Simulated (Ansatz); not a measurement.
The cluster B6Pt⁺, relaxed as a doublet with UKS r2SCAN-D4/def2-SVP in Ansatz, starting from the GFN2-xTB geometry. Force threshold 0.02 eV/Å.

In the def2 sets Pt takes a core potential; there is no spin–orbit coupling. The charge 1 doublet is spin-contaminated (final ⟨S²⟩ up to 1.04, 0.75 for a pure state). Another isomer (doublet) lies 1.86 eV lower at PBE0-D4/def2-TZVP; other spin states weren't run for this one.

Start:

```xyz
7

Pt   -1.381    1.271   -0.854
B    -0.341   -1.357    0.564
B    -0.890    0.078    0.833
B     0.869   -1.870   -0.182
B     0.669    0.929   -0.432
B    -0.156    1.447    0.782
B     1.231   -0.499   -0.711
```

Question: Estimate the energy that the relaxation releases and the steps that it takes.

Answer: 0.35 eV, in 7 steps; 14 s on 4 threads of Intel Xeon 6975P-C on a shared host. No frequencies were taken in this run, so the end may be a saddle point.

Question: Does the start keep its bonding and symmetry?

Answer: By distances, no bond broke or formed. The bond that changes most is B2–B3, from 1.56 to 1.63 Å (atoms count from 1). Point group Cs at the start, Cs at the end, both within 0.05 Å.

Question: Predict the relaxed structure.

Answer: 
```xyz
7

Pt   -1.357    1.216   -0.857
B    -0.268   -1.340    0.535
B    -0.886    0.120    0.899
B     0.864   -2.034   -0.300
B     0.701    0.984   -0.387
B    -0.251    1.595    0.762
B     1.197   -0.542   -0.652
```
Bond lengths: 6 × B–B 1.57 to 1.63 Å; 3 × B–Pt 2.00 to 2.12 Å.
